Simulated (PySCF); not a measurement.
# Stretching GaI

Set-up: basis Ga cc-pVDZ-PP with ECP10, I cc-pVDZ-PP with ECP28; scalar-relativistic core potentials; PySCF 2.14. Energies in eV from Ga + I in their ground configurations at the same level. State: ¹Σ⁺ (singlet), closed shell.

| R (Å) | PBEsol |
| --- | --- |
| 2.251 | -3.336 |
| 2.355 | -3.772 |
| 2.460 | -4.003 |
| 2.538 | -4.082 |
| 2.617 | -4.099 |
| 2.696 | -4.072 |
| 2.800 | -3.983 |
| 2.931 | -3.817 |
| 3.088 | -3.571 |
| 3.297 | -3.213 |

Put a parabola through the three lowest points of the PBEsol curve and estimate Re, k and ωe (reduced mass 44.67 u; 1 eV/Å² = 0.16022 mdyn/Å; ωe = 1302.8·√(k/μ) cm⁻¹).

Through R = 2.538, 2.617, 2.696 Å the second-order coefficient is 3.53 eV/Å², so Re ≈ 2.608 Å, k ≈ 1.13 mdyn/Å and ωe ≈ 207 cm⁻¹. A polynomial fit of higher order to the unrounded PBEsol energies gives Re = 2.605 Å, k = 1.23 mdyn/Å, ωe = 216 cm⁻¹; anharmonicity and rounding make the difference.

The higher-order fit for each curve: PBEsol: Re = 2.605 Å, ωe = 216 cm⁻¹, De = 4.10 eV.

Spin–orbit coupling is left out, which matters for elements this heavy, above all for dissociation energies.
